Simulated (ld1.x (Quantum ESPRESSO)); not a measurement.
# ruthenium (Ru), TM: configuration errors across variants

- Element: Ru
- Generator: ld1.x (Quantum ESPRESSO) 7.5
- Type: norm-conserving Troullier–Martins (Kleinman–Bylander form)
- Functional: PBEsol
- Relativity: scalar-relativistic
- Frozen core: [Ar] 3d10 4s2
- Valence charge: 14
- Reference configuration: 4p6 4d6 5s2 5p0
- Partial waves: 5s (bound): rc 2.90 bohr; 4d (bound): rc 1.30 bohr; 4p (bound): rc 1.30 bohr
- Local potential: the p channel
- Core correction: a·sin(br)/r model core inside 1.30 bohr

All-electron excitation energies from the reference (eV): (1) 4p6 4d7 5s1 5p0 -1.675; (2) 4p6 4d7 5s0 5p0 5.624; (3) 4p6 4d6 5s0 5p0 23.808; (4) 4p6 4d7 5s0 5p1 1.844; (5) 4p6 4d6 5s1 5p1 4.004; (6) 4p5 4d7 5s1 5p0 50.682; (7) 4p6 4d8 5s0 5p0 -2.006.

A true bound ghost makes a file unfit for plane-wave use even where its test errors are small: the radial tests pick states by their node count and pass the ghost by.

Errors AE − PS in meV (a dash: test not solved or not reliable):

| change | (1) | (2) | (3) | (4) | (5) | (6) | (7) | bound ghosts |
| --- | --- | --- | --- | --- | --- | --- | --- | --- |
| base | -32 | -72 | -39 | -45 | +22 | -18 | -81 | s |
| wave 4d (bound): rc 1.30 bohr becomes 4d (bound): rc 0.86 bohr | -34 | -76 | -40 | -48 | +22 | -7.7 | -85 | s |
| wave 4d (bound): rc 1.30 bohr becomes 4d (bound): rc 0.96 bohr | -33 | -74 | -40 | -47 | +22 | -12 | -84 | s |
| wave 4d (bound): rc 1.30 bohr becomes 4d (bound): rc 1.22 bohr | -32 | -72 | -39 | -45 | +22 | -17 | -81 | s |
| wave 4d (bound): rc 1.30 bohr becomes 4d (bound): rc 1.36 bohr | -31 | -72 | -39 | -44 | +22 | -18 | -81 | s |
| wave 4d (bound): rc 1.30 bohr becomes 4d (bound): rc 1.48 bohr | -31 | -72 | -39 | -44 | +22 | -19 | -81 | s |
| wave 4d (bound): rc 1.30 bohr becomes 4d (bound): rc 1.62 bohr | -31 | -71 | -39 | -44 | +22 | -22 | -81 | s |
| wave 4d (bound): rc 1.30 bohr becomes 4d (bound): rc 1.70 bohr | -31 | -71 | -39 | -44 | +22 | -24 | -80 | s |
| wave 4d (bound): rc 1.30 bohr becomes 4d (bound): rc 1.80 bohr | -31 | -70 | -38 | -43 | +22 | -28 | -80 | s |
| wave 4d (bound): rc 1.30 bohr becomes 4d (bound): rc 1.94 bohr | -30 | -68 | -37 | -42 | +22 | -36 | -78 | s |

Give the same row for: wave 4d (bound): rc 1.30 bohr becomes 4d (bound): rc 1.12 bohr.

-32, -73, -39, -45, +22, -15, -82; bound ghosts: s.
